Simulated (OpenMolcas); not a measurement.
Cr3+: CASPT2 settings compared

```
Program             : OpenMolcas 26.06
Basis               : ANO-L-VDZP [5s4p2d1f]
Scalar Hamiltonian  : non-relativistic, point nucleus
Active space        : 3 electrons in 5 orbitals (3d)
State averaging     : 2S+1 = 4 even, 10 roots; 2S+1 = 2 even, 28 roots kept (CI in the orbitals of an earlier block)
Spin-orbit coupling : RASSI with atomic mean-field integrals over the reference wave functions, term energies averaged over their components
```

Methods on the same reference wave functions:
A. CASSCF
B. SS-CASPT2, IPEA 0.35 Eh, imaginary shift 0.25 Eh (closed shells correlated: 2s 2p 3s 3p)
C. SS-CASPT2, IPEA 0.15 Eh, no level shift (closed shells correlated: 3s 3p)
D. XMS-CASPT2, IPEA 0.3 Eh, sigma2 regulariser 0.05 Eh (closed shells correlated: none)

Energies in cm⁻¹ above 3d³ ⁴F_3/2, the measured ground level; measured values from Sugar and Corliss, J. Phys. Chem. Ref. Data 6, 317 (1977).

```tsv
Level	A	B	C	D	Measured
3d³ ⁴F_3/2	0.0	0.0	0.0	0.0	0.0
3d³ ⁴F_5/2	218	220	220	219	236
3d³ ⁴F_7/2	517	519	519	518	556
3d³ ⁴F_9/2	891	892	892	891	946
3d³ ⁴P_1/2	15968	13940	13880	15210	14059
3d³ ⁴P_3/2	16066	14040	13980	15310	14177
3d³ ²G_7/2	16102	14910	14730	15980	15052
3d³ ⁴P_5/2	16321	14290	14220	15570	14471
3d³ ²G_9/2	16418	15230	15050	16290	15402
3d³ ²P_1/2	21365	20370	20240	20290	19519
3d³ ²H_9/2	21398	20730	20610	21660	21066
3d³ ²P_3/2	21484	20900	20770	20400	
3d³ ²H_11/2	21643	20970	20860	21910	21321
3d³ ²D_3/2	23281	19600	19460	22070	20650
3d³ ²D_5/2	23502	20230	20090	22280	20664
```

Deviations, from unrounded energies. A percentage is the sum of absolute deviations over the sum of measured energies, with the sign that they share, or ± where signs differ.

```csv
Against measurement,Levels,A,B,C,D
mean absolute deviation (cm-1),13,1200,300,370,790
fine structure of the ground term (%),3,-6.4,-6.1,-6.1,-6.3
other terms of the ground configuration (%),10,+8.9,±2.1,±2.7,+5.8
```

B lies closest to measurement on these levels and A furthest from it. The largest miss of B in the table is 3d³ ²D_3/2, by -1100 cm-1. The ranking rests on the paired levels alone, and a cruder setting can come out closer through cancelling errors.

Among B to D the level of the table that moves most is 3d³ ²D_3/2, by 2600 cm-1 (lowest in C, highest in D). Moves below CASPT2's spread within the term are not significant.

The mean deviations of B to D differ by less than CASPT2's widest spread within a term (840 cm-1), so their order carries little weight.

From A to B the spin-free energies of the other terms of 3d³ shown, above ⁴F, scale by factors of 0.86 to 0.97, as is usual when dynamic correlation screens the repulsion within a d or f shell.

The lowest spin-free term lies below A's lowest term by 0.144 hartree in B, 0.143 hartree in C, 0.007 hartree in D.

CASPT2 does not keep the components of a term degenerate, so their means are used; among the terms shown or strongly mixed into the levels shown the widest spread is 840 cm-1 (3d³ ²H, C). Terms from blocks run as CI alone lack orbitals of their own. The basis is small and was not contracted for so high a charge. Without dynamic correlation excited terms often stand tens of per cent too high (terms of higher spin than the ground term too low), and those without a measured partner can miss by more than the paired ones (holds for A). The CASPT2 spread within a term exceeds the gap to the next term for 3d³ ²D and 3d³ ²P, 3d³ ²P and 3d³ ²H, so the order of their levels is uncertain, and so are names and mixing where such terms share a J (holds for B; C). Computed and measured levels are paired by configuration, term and J; levels that our copy of the source lacks, or whose pairing is in doubt (as where it misses far off the trend of its configuration), stay unpaired and out of the deviations. Only configurations of the active space appear.
